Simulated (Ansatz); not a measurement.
Mo(NH)2Cl2 (MoN2Cl2H2). The state is a singlet with charge 0. Geometry PBE-D4/def2-SVP; atoms count from 1.

Cartesian coordinates in Å:
```
Mo -0.373 -0.300 0.111
N -0.429 0.999 -1.034
H -0.023 1.788 -1.554
N 1.214 -0.371 0.802
H 2.184 -0.052 0.912
Cl -0.726 -2.256 -1.035
Cl -1.848 0.192 1.798
```

In the def2 sets Mo takes a core potential; there is no spin–orbit coupling. The restricted singlet is unstable towards broken spin symmetry in Hartree–Fock (as tested in another run); at PBE0-D4/def2-TZVP this wasn't settled.

(1) Estimate the Mulliken populations from the PBE0/def2-TZVP orbitals of Ansatz.

(2) And the Mayer bond orders between heavy atoms (over 0.3)?

## Answers

(1) 
| atom | charge (e) | d electrons |
| --- | --- | --- |
| Mo1 | 1.43 | 3.87 |
| N2 | -0.60 | – |
| H3 | 0.26 | – |
| N4 | -0.60 | – |
| H5 | 0.26 | – |
| Cl6 | -0.37 | – |
| Cl7 | -0.37 | – |
Mulliken values depend strongly on the basis.

(2) Mo1–N2 2.01 (1.73 Å); Mo1–N4 2.01 (1.73 Å); Mo1–Cl6 0.96 (2.29 Å); Mo1–Cl7 0.96 (2.29 Å).
